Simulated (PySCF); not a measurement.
## Dipole polarisabilities along group 15, charge +1

Calculated with PySCF 2.14 for the ground configurations, without spin-orbit coupling: coupled response for Hartree-Fock and DFT. Mean α in bohr³, C₆ of like pairs in atomic units.

```
                                                       species  α UHF  α PBE  α PBE0  C₆ UHF  C₆ PBE  C₆ PBE0
               N⁺ [He] 2s2 2p2 (aug-cc-pV5Z, non-relativistic)  3.931  3.914   3.866   8.230   8.475    8.298
           P⁺ [Ne] 3s2 3p2 (aug-cc-pV(5+d)Z, non-relativistic)  14.47  14.45   14.32   74.98   74.55    73.80
     Sb⁺ [Kr] 4d10 5s2 5p2 (aug-cc-pV5Z-PP with ECP28MDF, ECP)    n/a    n/a   25.14     n/a     n/a    205.4
Bi⁺ [Xe] 4f14 5d10 6s2 6p2 (aug-cc-pV5Z-PP with ECP60MDF, ECP)  27.63  28.02   27.46   258.2   258.6    253.8
```

The values depend on the diffuse functions of the basis.
